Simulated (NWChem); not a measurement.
Species: PbH2S, singlet; SMILES [PbH][SH]

```xyz
4

Pb     0.0554     0.4490     0.0000
H     -1.7958     0.5145     0.0000
S     -0.0844    -2.0821     0.0000
H      1.2542    -2.2721     0.0000
```
Atoms are numbered in this order, from 1.

Level: PBE0/def2-SVP with def2 effective core potentials on Pb (NWChem), optimised geometry, unscaled harmonic frequencies. Low-valent species are run as closed-shell singlets; no triplet was tried in these runs. def2 effective core potentials on Pb; no spin-orbit coupling.

### Question
List the harmonic frequencies with IR intensities, and the thermochemistry.

### Answer
```
frequency (cm⁻¹)  IR intensity (km/mol)
----------------  ---------------------
314                                32.6
452                                 0.4
468                                 8.8
695                                19.5
1626                              490.6
2709                                1.7
```

```
Item                                                                               Result
-----------------------------------------------------------------------  ----------------
zero-point energy                                                            9.0 kcal/mol
thermal correction to the enthalpy at 298.15 K (with zero-point energy)     12.0 kcal/mol
heat capacity Cv                                                         11.2 cal/(mol K)
entropy at 298.15 K and 1 atm (symmetry number 1)                        69.1 cal/(mol K)
```

Rigid rotor and harmonic oscillator.
